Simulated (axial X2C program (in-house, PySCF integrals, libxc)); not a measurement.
**Potential curves of SnF, with spin–orbit coupling**

Computed with an in-house all-electron X2C program for linear molecules (integrals from PySCF). Two-component (2c) means X2C with spin–orbit coupling and atomic mean-field two-electron Coulomb and Gaunt terms. Basis: Sn dyall-cv3z [11s12p9d4f1g], F dyall-av3z [7s6p3d2f] (cores contracted in-house); Gaussian nuclei, density fitting, unrestricted open shells. Masses: Sn 119.902 u, F 18.998 u.

State: Ω = 1/2 (⟨Sz⟩ = -0.50, ⟨Lz⟩ = 1.00 at HF). Energies in cm⁻¹ from the lowest point of each curve. Fits are polynomials in 1 − R0/R over 0.85 to 1.23 times the lowest point R0.

```json
{"R (Å)": "1.7008", "HF": "7230", "PBE0": "8015", "TPSS": "8906"}
{"R (Å)": "1.7791", "HF": "2671", "PBE0": "3249", "TPSS": "3827"}
{"R (Å)": "1.8377", "HF": "873", "PBE0": "1267", "TPSS": "1634"}
{"R (Å)": "1.8963", "HF": "69", "PBE0": "268", "TPSS": "443"}
{"R (Å)": "1.9550", "HF": "0", "PBE0": "0", "TPSS": "0"}
{"R (Å)": "2.0234", "HF": "590", "PBE0": "364", "TPSS": "179"}
{"R (Å)": "2.0918", "HF": "1683", "PBE0": "1242", "TPSS": "892"}
{"R (Å)": "2.1798", "HF": "3565", "PBE0": "2872", "TPSS": "2332"}
{"R (Å)": "2.2873", "HF": "6269", "PBE0": "5309", "TPSS": "4564"}
{"R (Å)": "2.4438", "HF": "10484", "PBE0": "9210", "TPSS": "8206"}
```

One determinant describes the state; a PBE0 search over occupations chose it and may have missed a lower one. Density functionals use the spin component along the axis (collinear). The functionals have no current-density term, which raises determinants with orbital currents, atoms included.

(1) Fit the HF curve near its minimum: give the equilibrium distance and the harmonic wavenumber.

(2) What are Re and ωe at the PBE0 level?

(3) What are Re and ωe at the TPSS level?

## Answers

(1) At HF, 2c: Re = 1.931 Å, ωe ≈ 602 cm⁻¹; Be follows as 0.276 cm⁻¹.

(2) At PBE0, 2c: Re = 1.952 Å, ωe ≈ 573 cm⁻¹; Be follows as 0.27 cm⁻¹.

(3) At TPSS, 2c: Re = 1.970 Å, ωe ≈ 554 cm⁻¹; Be follows as 0.265 cm⁻¹.
